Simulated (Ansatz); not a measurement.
One change: `CNC1C[SiH2]1` becomes `[InH2][CH]1C[SiH2]1`.

Ansatz, PBE0-D4/def2-TZVP geometries, multiplicity 1. Each molecule was computed in one conformer, which needn't be the lowest.

Elements past krypton have def2 core potentials.

```csv
property,`CNC1C[SiH2]1`
HOMO energy (B3LYP/def2-TZVPP) / eV,-6.07
HOMO energy (ωB97M-V/def2-TZVPP) / eV,-8.53
HOMO–LUMO gap (B3LYP/def2-TZVPP) / eV,6.09
LUMO energy (PBE0/def2-TZVPP) / eV,0.26
LUMO energy (B3LYP/def2-TZVPP) / eV,0.02
HOMO–LUMO gap (ωB97M-V/def2-TZVPP) / eV,10.39
```

Question: What does the change do to each property? (Best estimate.)

Answer: Computed: 
```csv
property,`[InH2][CH]1C[SiH2]1`,shift
HOMO energy (B3LYP/def2-TZVPP) / eV,-6.37,-0.30
HOMO energy (ωB97M-V/def2-TZVPP) / eV,-8.63,-0.10
HOMO–LUMO gap (B3LYP/def2-TZVPP) / eV,4.66,-1.43
LUMO energy (PBE0/def2-TZVPP) / eV,-1.45,-1.71
LUMO energy (B3LYP/def2-TZVPP) / eV,-1.71,-1.73
HOMO–LUMO gap (ωB97M-V/def2-TZVPP) / eV,8.61,-1.78
```

With PBE0 the HOMO falls by 0.29 eV and the LUMO falls by 1.71 eV, so the gap narrows by about 1.42 eV. PBE moves the HOMO by -0.58 eV and ωB97M-V by -0.10 eV.

B3LYP here is the variant with VWN-RPA as its local correlation; programs differ in this.
